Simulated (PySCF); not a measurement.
# RbS⁻ from Hartree–Fock to correlated methods

State: ³Π (triplet), unpaired electrons σ ↑, π ↑. Set-up: basis Rb def2-SVPD with ECP28, S def2-SVPD; scalar-relativistic core potentials; PySCF 2.14. De refers to Rb + S⁻ in their high-spin ground configurations, without counterpoise correction. The functionals are run spin-unrestricted. A positive dipole points towards S; it is taken about the centre of mass and depends on that origin.

| Level | Re (Å) | ωe (cm⁻¹) | De (eV) | μ (D) |
| --- | --- | --- | --- | --- |
| UHF | 3.247 | 153 | n/a | 0.50 |
| UHF-MP2 | 3.216 | 155 | n/a | n/a |
| UHF-SCS-MP2 | 3.225 | 153 | n/a | n/a |
| UHF-CCSD | 3.223 | 154 | n/a | n/a |
| UHF-CCSD(T) | 3.226 | 153 | n/a | n/a |
| PBE | 3.196 | 150 | 1.11 | -0.31 |
| PBEsol | 3.152 | 157 | 1.17 | -0.16 |
| r²SCAN | 3.194 | 155 | 1.16 | -0.40 |
| PBE0 | 3.174 | 157 | 1.16 | -0.01 |
| HSE06 | 3.174 | 157 | 1.15 | -0.13 |
| BHandHLYP | 3.200 | 154 | 1.07 | -0.63 |
| B2PLYP | 3.215 | 151 | 1.05 | -0.40 |

What does the step from GGA to meta-GGA do here, going from PBE to r²SCAN?

r²SCAN less PBE: -0.2 pm in Re, +3.3 % in ωe, +0.05 eV in De. 

What does second-order correlation do here, going from UHF to UHF-MP2?

UHF-MP2 less UHF: -3.1 pm in Re, +1.3 % in ωe. Correlation nearly always deepens the well. The bond shortens, as in weak, metallic or heavy-atom bonds, where dispersion and the correlation of outer-core electrons pull the atoms together.

What does the triples do here, going from UHF-CCSD to UHF-CCSD(T)?

UHF-CCSD(T) less UHF-CCSD: +0.3 pm in Re, -0.6 % in ωe. Correlation nearly always deepens the well. The bond lengthens, as in strong covalent bonds, where excitations into antibonding orbitals dominate.

Correlated steps freeze 5 core orbitals. Spin–orbit coupling is left out. For an ion De counts to the pair picked by the measured ionisation energies or electron affinities, which need not be the lowest pair at this level. Counting both spins, an empty level lies below a filled one in some of these solutions, because spin and occupation are held. The highest Kohn–Sham level is positive in this anion. Much of that is self-interaction error, but it also means that the finite basis helps to hold the extra electron. B2PLYP dipoles, levels and charges come from its SCF part alone. The state is the lowest determinant that a PBE0 search found; another state may lie lower at other levels.

The whole job (state search and all levels along the bond) took about 1.4 min on 1 thread of AMD EPYC 9R45 96-Core (shared host), peak memory 0.72 GiB.
